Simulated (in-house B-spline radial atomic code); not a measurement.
Radial electron density of Cr VII (Cr6+), [He] 2s2 2p5 3s2 3p6 4f1. Computed with a B-spline radial code for spherical atoms: non-relativistic B97-1, spin-polarised, spherical fractional occupations, exact exchange averaged over the configuration, point nucleus.

Columns: r (bohr), 4πr²n(r) (electrons per bohr), bar.

```
  0.0027   0.7545 #
 0.00328    1.083 ##
 0.00399    1.549 ##
 0.00485    2.196 ###
  0.0059     3.09 #####
 0.00718    4.303 #######
 0.00873    5.906 #########
  0.0106    7.961 ############
  0.0129    10.56 ################
  0.0157    13.68 #####################
  0.0191    17.22 ##########################
  0.0232    20.91 ################################
  0.0283    24.44 #####################################
  0.0344    27.14 ##########################################
  0.0418    28.49 ############################################
  0.0508    28.13 ###########################################
  0.0618    26.16 ########################################
  0.0752     23.4 ####################################
  0.0915    21.27 #################################
   0.111    21.16 ################################
   0.135    23.46 ####################################
   0.165    26.96 #########################################
     0.2    28.72 ############################################
   0.243    26.56 #########################################
   0.296    20.38 ###############################
    0.36    13.35 ####################
   0.438    9.399 ##############
   0.533    9.779 ###############
   0.648    11.79 ##################
   0.788     11.8 ##################
   0.958    8.781 #############
    1.17    4.666 #######
    1.42    1.942 ###
    1.72   0.8291 #
     2.1   0.5462 #
    2.55   0.4338 #
     3.1   0.2628 
    3.77   0.1065 
    4.59  0.02673 
    5.58 0.003669 
    6.79 0.0002317 
    8.26 5.897e-06
```

On this grid the curve has 3 maxima, near 0.0418, 0.2, 0.788 bohr.

The 2p up radial function P(r) = rR(r), positive near the nucleus:

```
r (bohr)         P
 0.00222   0.00206
 0.00328  0.004441
 0.00485   0.00953
 0.00718   0.02031
  0.0106   0.04251
  0.0157   0.08779
  0.0232    0.1755
  0.0344    0.3388
  0.0508    0.6125
  0.0752     1.021
   0.111     1.506
   0.165     1.883
   0.243     1.848
    0.36     1.294
   0.533    0.5642
   0.788    0.1273
    1.17   0.01091
```
